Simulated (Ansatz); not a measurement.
CuH5N2 (`[NH2][Cu-][NH3+]`). Total charge 0; spin multiplicity 1. For Cu the d shell is correlated and the shells below it are frozen. Scalar relativity is left out up to krypton.

```csv
atom,x (Å),y (Å),z (Å)
N1,-1.318,0.249,-1.679
Cu2,-0.190,0.017,-0.268
N3,1.073,-0.357,1.160
H4,-2.293,0.207,-1.399
H5,-1.207,1.162,-2.110
H6,1.666,-1.151,0.938
H7,1.678,0.440,1.330
H8,0.591,-0.566,2.028
```

(1) Give the diagnostics of a CCSD(T)/def2-TZVPP run (frozen core, the Gaussian-basis code of Ansatz). (Estimate.)

Answers

(1) Ansatz gave: T1 = 0.0238, largest single amplitude 0.050, largest double 0.026, (T) share of the correlation energy 4.2 %, 14 CCSD cycles. The RHF solution is stable towards an unrestricted one. T1 lies over the customary mark of 0.02 for closed shells; compounds of d metals often pass it without a breakdown.
